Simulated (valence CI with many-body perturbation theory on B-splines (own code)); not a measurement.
E1 line list for Os42+

Calculated by configuration interaction combined with many-body perturbation theory (CI+MBPT): six valence electrons over a frozen Dirac-Fock core [Ar] 3d10, radial functions for each j: 9 s, 9 p, 8 d, 6 f, 3 g, 1 h, with the one-electron correlation potential Σ1 (screened to all orders), the two-electron term Σ2, the three-electron term Σ3, Breit, model QED; selected single and double excitations, second order for the rest, scaled by the run's own slope (own B-spline code, finite nucleus).

The last digits are not significant, and no measured levels were compared; by estimate large intervals hold to a few tenths of a per cent, small ones and those within an open d or f shell to about a per cent. Among the levels kept, up to 650 cm⁻¹ of a level comes from second order outside the variational space, and about a tenth of that is noise between levels of different J, which matters for small intervals.

Lines 1 to 50 of 108 in falling wavelength, among levels below 2632900 cm⁻¹, chosen from the strongest by gf and those to the six lowest levels. Wavelengths and rates use the calculated energies. Electric multipoles are in the length gauge with retardation, E1 and E2 with the static RPA response of the core. Weak lines are less certain than strong ones. Lines between different terms over intervals too small for the method are left out, as are lines whose strength nearly cancels. The highest levels of a list are the least certain.

Levels are named by their leading jj configuration (3d3/2^4 stands for four electrons in 3d with j = 3/2), which in mixed levels can hold well under half, so a name can repeat and another be missing. Letters in brackets count levels of one name in rising energy.

```
λ vac (Å)                               Upper                               Lower   A (s⁻¹)  log gf  Branch %
     1845            (4s 4p1/2^2 4p3/2^3) J=1                  (4s^2 4p3/2^4) J=0  6.10e+04   -4.03       0.0
     1733          (4s^2 4p1/2^2 4d3/2^2) J=2  (4s^2 4p1/2 4p3/2^2 4d5/2) J=2 [c]  5.76e+02   -5.89       0.0
     1269          (4s^2 4p1/2^2 4d3/2^2) J=2  (4s^2 4p1/2 4p3/2^2 4d5/2) J=3 [c]  2.36e+04   -4.55       0.0
    953.7          (4s^2 4p1/2^2 4d3/2^2) J=2  (4s^2 4p1/2 4p3/2^2 4d5/2) J=1 [b]  6.21e+02   -6.37       0.0
    849.6          (4s^2 4p1/2^2 4d3/2^2) J=2  (4s^2 4p1/2 4p3/2^2 4d5/2) J=2 [b]  8.72e+03   -5.33       0.0
    673.0          (4s^2 4p1/2^2 4d3/2^2) J=2  (4s^2 4p1/2 4p3/2^2 4d5/2) J=3 [b]  3.11e+02   -6.98       0.0
    662.4                  (4s^2 4p3/2^4) J=0      (4s^2 4p1/2^2 4p3/2 4d5/2) J=1  2.18e+05   -4.84       0.7
    566.0          (4s^2 4p1/2^2 4d3/2^2) J=2  (4s^2 4p1/2 4p3/2^2 4d5/2) J=2 [a]  7.77e+03   -5.73       0.0
    440.5          (4s^2 4p1/2^2 4d3/2^2) J=2  (4s^2 4p1/2 4p3/2^2 4d3/2) J=1 [c]  1.44e+04   -5.68       0.0
    382.5          (4s^2 4p1/2^2 4d3/2^2) J=2  (4s^2 4p1/2 4p3/2^2 4d5/2) J=1 [a]  5.31e+04   -5.23       0.0
    339.5          (4s^2 4p1/2^2 4d3/2^2) J=2  (4s^2 4p1/2 4p3/2^2 4d3/2) J=1 [b]  6.96e+05   -4.22       0.0
    339.4          (4s^2 4p1/2^2 4d3/2^2) J=2  (4s^2 4p1/2 4p3/2^2 4d3/2) J=3 [b]  3.47e+06   -3.52       0.0
    333.4          (4s^2 4p1/2^2 4d3/2^2) J=2  (4s^2 4p1/2 4p3/2^2 4d3/2) J=2 [c]  6.71e+06   -3.25       0.0
    316.3          (4s^2 4p1/2^2 4d3/2^2) J=2  (4s^2 4p1/2 4p3/2^2 4d5/2) J=3 [a]  3.42e+06   -3.59       0.0
    302.1  (4s^2 4p1/2 4p3/2^2 4d3/2) J=1 [a]                  (4s^2 4p3/2^4) J=0  4.92e+06   -3.69       0.0
    262.5          (4s^2 4p1/2^2 4d3/2^2) J=2  (4s^2 4p1/2 4p3/2^2 4d3/2) J=2 [b]  4.02e+04   -5.68       0.0
    251.5      (4s^2 4p1/2^2 4p3/2 4d3/2) J=2            (4s^2 4p1/2 4p3/2^3) J=2  1.17e+07   -3.25       0.1
    236.9      (4s^2 4p1/2^2 4p3/2 4d3/2) J=1            (4s^2 4p1/2 4p3/2^3) J=2  7.90e+07   -2.70       0.4
    232.5      (4s^2 4p1/2^2 4p3/2 4d3/2) J=3            (4s^2 4p1/2 4p3/2^3) J=2  1.44e+06   -4.09       0.3
    229.8      (4s^2 4p1/2^2 4p3/2 4d3/2) J=2            (4s^2 4p1/2 4p3/2^3) J=1  5.68e+06   -3.65       0.1
    217.6      (4s^2 4p1/2^2 4p3/2 4d3/2) J=1            (4s^2 4p1/2 4p3/2^3) J=1  1.04e+07   -3.65       0.1
    217.4      (4s^2 4p1/2^2 4p3/2 4d3/2) J=0            (4s^2 4p1/2 4p3/2^3) J=1  1.58e+07   -3.95     100.0
    216.5          (4s^2 4p1/2^2 4d3/2^2) J=2  (4s^2 4p1/2 4p3/2^2 4d3/2) J=3 [a]  6.38e+07   -2.65       0.2
    214.3                  (4s^2 4p3/2^4) J=0      (4s^2 4p1/2^2 4p3/2 4d3/2) J=1  2.31e+06   -4.80       7.6
    202.8          (4s^2 4p1/2^2 4d3/2^2) J=2  (4s^2 4p1/2 4p3/2^2 4d3/2) J=2 [a]  1.01e+06   -4.51       0.0
    202.5          (4s^2 4p1/2^2 4d3/2^2) J=2  (4s^2 4p1/2 4p3/2^2 4d3/2) J=1 [a]  4.68e+05   -4.84       0.0
    188.6  (4s^2 4p1/2 4p3/2^2 4d3/2) J=1 [b]                  (4s^2 4p3/2^4) J=0  2.29e+07   -3.44       0.0
    177.5  (4s^2 4p1/2 4p3/2^2 4d5/2) J=1 [a]                  (4s^2 4p3/2^4) J=0  3.17e+08   -2.35       0.1
    167.2  (4s^2 4p1/2 4p3/2^2 4d3/2) J=1 [c]                  (4s^2 4p3/2^4) J=0  6.42e+07   -3.09       0.0
    165.6      (4s^2 4p1/2^2 4p3/2 4d5/2) J=2            (4s^2 4p1/2 4p3/2^3) J=2  4.14e+08   -2.07       0.7
    155.9      (4s^2 4p1/2^2 4p3/2 4d5/2) J=2            (4s^2 4p1/2 4p3/2^3) J=1  4.65e+08   -2.07       0.8
    140.6      (4s^2 4p1/2^2 4p3/2 4d5/2) J=3            (4s^2 4p1/2 4p3/2^3) J=2  5.38e+05   -4.95       0.0
    138.9  (4s^2 4p1/2 4p3/2^2 4d5/2) J=1 [b]                  (4s^2 4p3/2^4) J=0  1.89e+08   -2.79       0.0
    135.5      (4s^2 4p1/2^2 4p3/2 4d5/2) J=1            (4s^2 4p1/2 4p3/2^3) J=2  6.29e+08   -2.28       0.2
    129.7          (4s^2 4p1/2^2 4d3/2^2) J=2            (4s 4p1/2^2 4p3/2^3) J=1  1.39e+06   -4.76       0.0
    129.0      (4s^2 4p1/2^2 4p3/2 4d5/2) J=1            (4s^2 4p1/2 4p3/2^3) J=1  8.29e+07   -3.21       0.0
    117.7            (4s 4p1/2^2 4p3/2^3) J=2            (4s^2 4p1/2 4p3/2^3) J=2  1.04e+10   -0.97       2.1
    115.7          (4s^2 4p1/2^2 4d3/2^2) J=2            (4s 4p1/2^2 4p3/2^3) J=2  1.29e+07   -3.89       0.0
    112.7            (4s 4p1/2^2 4p3/2^3) J=2            (4s^2 4p1/2 4p3/2^3) J=1  1.38e+10   -0.88       2.8
    106.0            (4s 4p1/2^2 4p3/2^3) J=1            (4s^2 4p1/2 4p3/2^3) J=2  3.21e+10   -0.79       4.4
    102.5          (4s^2 4p1/2^2 4d3/2^2) J=2      (4s^2 4p1/2^2 4p3/2 4d5/2) J=1  1.02e+08   -3.10       0.4
    102.0            (4s 4p1/2^2 4p3/2^3) J=1            (4s^2 4p1/2 4p3/2^3) J=1  8.37e+09   -1.41       1.1
    99.74          (4s^2 4p1/2^2 4d3/2^2) J=2      (4s^2 4p1/2^2 4p3/2 4d5/2) J=3  3.66e+08   -2.56       1.3
    90.11          (4s^2 4p1/2^2 4d3/2^2) J=2      (4s^2 4p1/2^2 4p3/2 4d5/2) J=2  1.06e+08   -3.19       0.4
    81.98  (4s^2 4p1/2 4p3/2^2 4d3/2) J=1 [a]            (4s^2 4p1/2 4p3/2^3) J=2  7.38e+09   -1.65      11.3
    81.92  (4s^2 4p1/2 4p3/2^2 4d3/2) J=2 [a]            (4s^2 4p1/2 4p3/2^3) J=2  2.39e+09   -1.92      26.2
    80.34      (4s^2 4p1/2^2 4p3/2 4d3/2) J=1          (4s^2 4p1/2^2 4p3/2^2) J=0  4.69e+09   -1.87      23.2
    79.88  (4s^2 4p1/2 4p3/2^2 4d3/2) J=3 [a]            (4s^2 4p1/2 4p3/2^3) J=2  1.83e+09   -1.91       9.2
    79.53  (4s^2 4p1/2 4p3/2^2 4d3/2) J=1 [a]            (4s^2 4p1/2 4p3/2^3) J=1  2.44e+09   -2.16       3.7
    79.47  (4s^2 4p1/2 4p3/2^2 4d3/2) J=2 [a]            (4s^2 4p1/2 4p3/2^3) J=1  2.03e+08   -3.02       2.2
```

Problem. How does gf follow from A for the line at 202.5 Å?

Solution. gf = 1.4992 × (2J+1)_upper × A / σ², with σ = 493901 cm⁻¹ and 2J+1 = 5: gf = 1.44e-05.
